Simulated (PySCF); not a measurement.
# Electron correlation in Se¹⁰⁺ (selenium, charge +10)

Starting occupation: [Ar] 3d6, 3d3/2 with m_j = -3/2, -1/2, +1/2, +3/2, 3d5/2 with m_j = +3/2, +5/2. Calculation: PySCF 2.14, in an even-tempered Gaussian basis (17 s from 0.64 bohr⁻², ratio 2.8; 13 p from 0.83 bohr⁻², ratio 2.8; 8 d from 0.83 bohr⁻², ratio 2.8; 4 f from 4.1 bohr⁻², ratio 3); X2C-1e with screened-nucleus spin-orbit coupling, Gaussian nucleus. Frozen: [Ne]; 14 electrons correlated; the 76 highest virtual spinors left out.

MP2 pair energies summed by pair of shells (mhartree):

```csv
pair,energy,share (%)
3d-3p,-199.59,43.6
3d-3d,-112.89,24.7
3p-3p,-76.26,16.7
3p-3s,-33.26,7.3
3d-3s,-31.42,6.9
3s-3s,-4.50,1.0
```

Total MP2 correlation energy: -457.92 mhartree.

The GHF reference relaxed away from the jj start to a determinant that is no pure jj level (⟨S²⟩ = 5.95, ⟨J²⟩ = 20.01); the energies belong to that determinant.
